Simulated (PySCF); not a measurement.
## SMILES C/C(F)=P\c1ccncc1, C7H7FNP

Geometry (Å), atoms numbered from 1 in this order:
```xyz
17

C     2.3317    0.2071    0.5582
C     2.2253   -0.3604   -0.8127
F     3.4459   -0.5710   -1.3686
P     0.9285   -0.8469   -1.7679
C    -0.4681   -0.3375   -0.6916
C    -1.4026   -1.2764   -0.2658
C    -2.4824   -0.8426    0.4876
N    -2.6827    0.4229    0.8111
C    -1.8062    1.3182    0.3892
C    -0.6892    0.9981   -0.3641
H     2.6560    1.2483    0.5147
H     1.3826    0.1522    1.0825
H     3.0885   -0.3483    1.1134
H    -1.2846   -2.3211   -0.5134
H    -3.2274   -1.5406    0.8473
H    -2.0146    2.3433    0.6668
H    -0.0075    1.7669   -0.6967
```

Theory: GIAO PBE0/pcSseg-1 magnetisability, rotational g tensor and spin-rotation constants, non-relativistic, gas phase (PySCF 2.14.0). Geometry: GFN2-xTB.

Q: Give the nuclear spin-rotation constants along the inertial axes (H = +C I·J) beside the isotropic shieldings.

A: Rotational constants 2.7968, 0.6631, 0.5995 GHz. A star marks the isotopologue with that one atom substituted, in its own axes.
```csv
atom,isotope,Caa (kHz),Cbb (kHz),Ccc (kHz),mean (kHz),σ (ppm)
F3,19F,5.610,1.240,0.473,2.441,199.8
P4,31P,7.533,1.231,0.907,3.224,141.8
N8,14N,0.580,0.150,0.072,0.267,-93.3
H11,1H,-0.306,-0.009,-0.040,-0.118,29.3
H12,1H,0.067,-0.071,-0.059,-0.021,29.0
H13,1H,-0.199,-0.070,-0.010,-0.093,29.6
H14,1H,-0.241,0.034,-0.035,-0.081,24.1
H15,1H,-0.014,-0.025,-0.011,-0.017,22.7
H16,1H,-0.215,0.039,-0.027,-0.068,22.7
H17,1H,-0.072,-0.026,-0.019,-0.039,24.3
C1,13C*,0.488,0.096,0.085,0.223,160.2
C2,13C*,1.978,0.276,0.192,0.815,-55.2
C5,13C*,1.360,0.231,0.135,0.575,30.5
C6,13C*,0.957,0.258,0.131,0.449,53.6
C7,13C*,1.129,0.242,0.166,0.512,31.5
```
For the geometry as given, no vibrational averaging.
